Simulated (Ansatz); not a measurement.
P, charge -1, triplet (a gas-phase anion, which may not be bound at this level); MP2/6-31G (Ansatz, a quantum-chemistry and plane-wave program).

The Ansatz input:
Ansatz 0.2 input:
```yaml
crystal:
  periodic: [false, false, false]
  atoms:
    - {symbol: P, position_ang: [0.00000000, 0.00000000, 0.00000000]}
basis:
  gaussian:
    orbitals: 6-31G
total_charge: -1
magnetization: {spin_polarized: true, initial_magnetization: 2}
correlation: {method: mp2}
```

What the program printed (banner, timings and long lists left out):

```
Functional definition: HF
59 factors; integrals over basis functions are off by at most 9.2e-5 eV
mean field evaluation 1: about -9269.3581 eV, gradient 5.1e0 eV
mean field evaluation 2: about -9269.3717 eV, gradient 5.0e0 eV
mean field evaluation 4: about -9269.6659 eV, gradient 6.4e-1 eV
mean field evaluation 8: about -9269.6754 eV, gradient 7.8e-3 eV
mean field evaluation 16: about -9269.6832 eV, gradient 2.2e-1 eV
mean field evaluation 32: about -9269.6919 eV, gradient 2.2e-1 eV
mean field -9269.67545142 eV, -340.6542896281 hartree, gradient 2.8e-6 eV, S^2 2.000905; 3 other end points of the search recorded, 0 dependent functions left out
5 core orbitals not correlated
reference -9269.67545142 eV, -340.6542896281 hartree; 4, 2 occupied and 4, 6 virtual orbitals, 59 factors
second order -0.58406018 eV of doubles, -0.00000000 eV of singles
Total energy: -9270.25951160 eV, -340.6757534437 hartree
```
